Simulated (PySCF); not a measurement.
C₂H₆GeO₃, SMILES C[C](=O)[GeH]([OH])[OH]. Atoms are numbered in the order given.

```xyz
12

C      2.2072    -0.7543     0.3199
C      1.3167     0.1523    -0.4744
O      1.7131     0.9458    -1.2929
Ge    -0.6508     0.0668    -0.1316
O     -1.1104     1.1021     1.2428
O     -0.9557    -1.5895     0.4242
H      1.8491    -1.7927     0.2412
H      3.2496    -0.6634    -0.0160
H      2.1289    -0.4828     1.3862
H     -1.4786     0.4646    -1.3714
H     -1.4696     1.9545     0.9752
H     -1.7719    -1.6723     0.9298
```

Coordinates come from a PBE0-D3(BJ)/def2-SVP optimisation. The structure was generated by enumeration, and PubChem lists no compound with its InChIKey, so it may never have been made. The values are those of a single conformer.

Two levels are set side by side: PBE/pcSseg-1 (PySCF) and KT2/pcSseg-1 (PySCF). GIAO shifts against GeH4 (⁷³Ge), H2O (¹⁷O), TMS (¹H), TMS (¹³C) at the same level; non-relativistic, no solvent, atoms listed together averaged. Differences are taken from unrounded values.

```json
[
 {"quantity": "δ(¹³C) of C1 (ppm)", "KT2": "39.4", "PBE": "40.9", "PBE minus KT2": "1.5"},
 {"quantity": "δ(¹³C) of C2 (ppm)", "KT2": "218.1", "PBE": "234.3", "PBE minus KT2": "16.2"},
 {"quantity": "δ(¹⁷O) of O3 (ppm)", "KT2": "724.7", "PBE": "781.1", "PBE minus KT2": "56.5"},
 {"quantity": "δ(⁷³Ge) of Ge4 (ppm)", "KT2": "301.0", "PBE": "303.9", "PBE minus KT2": "2.9"},
 {"quantity": "δ(¹H) of H10 (ppm)", "KT2": "5.95", "PBE": "5.98", "PBE minus KT2": "0.03"},
 {"quantity": "δ(¹H) of H11, H12 (ppm)", "KT2": "1.41", "PBE": "1.41", "PBE minus KT2": "0.00"}
]
```

Rough cost on one machine, each run with all the roots and properties that it gave: KT2 against PBE within a factor of 2.
